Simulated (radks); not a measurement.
Results of a calculation; reference values are marked as such.
Coulomb parameter of the 4f shell of neutral terbium in the model configuration [Xe] 4f8 5d1 6s2, as a second difference U = [E(n + 0.25) + E(n - 0.25) - 2 E(n)] / (0.25)^2 with all orbitals relaxed. "Bare": the charge of the atom changes with n. "Screened": the 5d shell takes up the change at fixed total charge, which measures U(4f,4f) + U(5d,5d) - 2 U(4f,5d). Level of theory: Dirac Kohn-Sham, PBE, spin-unpolarised, spherical densities, point nucleus; open shells are shared between the two j in proportion to 2j + 1 (a radial shooting solver on a logarithmic mesh with Libxc functionals).

| case | configuration | E - E(n) (eV) |
|---|---|---|
| start | [Xe] 4f8 5d1 6s2 | 0.000 |
| bare +0.25 | [Xe] 4f8.25 5d1 6s2 | -1.824 |
| bare -0.25 | [Xe] 4f7.75 5d1 6s2 | 2.674 |
| screened +0.25 | [Xe] 4f8.25 5d0.75 6s2 | -1.467 |
| screened -0.25 | [Xe] 4f7.75 5d1.25 6s2 | 1.794 |

U(bare) = 13.599 eV, U(screened by 5d) = 5.230 eV, against the Slater integral F0(4f,4f) = 30.129 eV with frozen orbitals. The step up makes a negative ion, whose loosely bound charge lowers the bare value.
